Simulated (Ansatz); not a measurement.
Mulliken charges of GeH$_{6}$O$_{2}$Si (`O[SiH2][GeH2][OH]`) from B3LYP/def2-TZVPP in Ansatz (PBE0-D4/def2-TZVP geometry).

```json
{"atom": "O1", "x (Å)": "-1.051", "y (Å)": "0.459", "z (Å)": "-1.384", "charge (e)": "-0.406"}
{"atom": "Si2", "x (Å)": "-0.351", "y (Å)": "1.126", "z (Å)": "-0.036", "charge (e)": "0.358"}
{"atom": "Ge3", "x (Å)": "0.621", "y (Å)": "-0.816", "z (Å)": "0.961", "charge (e)": "0.339"}
{"atom": "O4", "x (Å)": "0.959", "y (Å)": "-1.913", "z (Å)": "-0.412", "charge (e)": "-0.442"}
{"atom": "H5", "x (Å)": "-1.464", "y (Å)": "1.045", "z (Å)": "-2.020", "charge (e)": "0.185"}
{"atom": "H6", "x (Å)": "-1.360", "y (Å)": "1.799", "z (Å)": "0.831", "charge (e)": "-0.081"}
{"atom": "H7", "x (Å)": "0.665", "y (Å)": "2.149", "z (Å)": "-0.413", "charge (e)": "-0.081"}
{"atom": "H8", "x (Å)": "1.973", "y (Å)": "-0.585", "z (Å)": "1.653", "charge (e)": "-0.018"}
{"atom": "H9", "x (Å)": "-0.335", "y (Å)": "-1.519", "z (Å)": "1.950", "charge (e)": "-0.036"}
{"atom": "H10", "x (Å)": "0.342", "y (Å)": "-1.746", "z (Å)": "-1.130", "charge (e)": "0.182"}
```

By hand: the dipole of these point charges (1 e Å = 4.8032 D).

Σ q r = (-0.088, 0.407, 0.344) e Å, of length 0.540 e Å = 2.59 D.

How does the dipole of the full density compare? (Best estimate.)

The calculation gave: (-0.327, 0.503, -0.131) e Å, 2.95 D; the point charges give 0.88 times that, at 55° from its direction.

Point charges leave out the atoms' own dipoles, such as those of lone pairs, and Mulliken's split depends on the basis, so the two needn't agree.

B3LYP here is the variant with VWN-RPA as its local correlation; programs differ in this.
